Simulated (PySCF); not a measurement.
BO, SMILES [B]=O, multiplicity 2.

Geometry optimised at B3LYP-D3(BJ)/def2-TZVPD.

The numbers are results of PySCF with PBE/def2-TZVPD, not measurements.

The molecule is in vacuum.

Computed frontier levels, dipole moment and polarisability:
| Item | Result |
|---|---|
| α spin, highest occupied and lowest empty level | -8.33 and -1.57 eV |
| β spin, highest occupied and lowest empty level | -9.13 and -5.45 eV |
| dipole moment | 0.453 e·Å |
| mean static polarisability | 17.8 bohr³ (2.64 Å³) |
| polarisability, principal values | 16.5, 16.5, 20.4 bohr³ |
| ⟨S²⟩ | 0.760 (pure state 0.75) |
